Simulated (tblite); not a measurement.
Question: What does the GFN2-xTB structure of `N[SiH2][SiH2]Nc1ccccc1` look like in three dimensions?

Answer: 
```xyz
22
C6H12N2Si2 angstrom
N      2.131   -0.726    0.985
Si     2.636   -1.233   -0.585
Si     1.569    0.104   -2.135
N      0.350    1.115   -1.410
C     -0.669    0.749   -0.565
C     -1.413    1.723    0.108
C     -2.433    1.366    0.967
C     -2.736    0.031    1.180
C     -2.012   -0.942    0.511
C     -0.994   -0.593   -0.355
H      1.153   -0.555    1.157
H      2.551   -1.148    1.798
H      4.095   -1.087   -0.548
H      2.391   -2.669   -0.850
H      0.919   -0.658   -3.218
H      2.412    1.112   -2.789
H      0.436    2.115   -1.504
H     -1.179    2.767   -0.051
H     -2.995    2.136    1.474
H     -3.531   -0.246    1.854
H     -2.245   -1.986    0.662
H     -0.448   -1.358   -0.888
```

Any rigid rotation of these coordinates is as good. Atoms count from 1 in this order. Of the pairs four or more bonds apart, Si3···H22 is among the closest relative to their van der Waals radii: 2.79 Å, 84 % of the sum of Bondi's values. Si3 (SiH2 silicon) is distorted tetrahedral (angles from 100.9° to 115.6°). N4 (silicon-bound nitrogen) is planar (angles 128.4°, 118.5° and 112.6°, sum 359.5°, 0.05 Å off the plane of its three neighbours). Si2 (SiH2 silicon) is distorted tetrahedral (angles from 103.8° to 114.8°).

Bonds between heavy atoms (Å): N1–Si2 1.725, Si2–Si3 2.308, Si3–N4 1.742, N4–C5 1.374, C5–C6 1.398, C6–C7 1.380, C7–C8 1.385, C8–C9 1.385, C9–C10 1.381, C5–C10 1.396.

Computed geometry: GFN2-xTB, gas phase.

Point group: C1 (no symmetry element, even within 0.4 Å). Its GFN2-xTB frequencies are all real (lowest 36 cm⁻¹). One conformer, not necessarily the lowest (H–N1–Si2–Si3 46° and -175°, N1–Si2–Si3–N4 -9°, Si2–Si3–N4–C5 -51°, Si3–N4–C5–C6 169°).
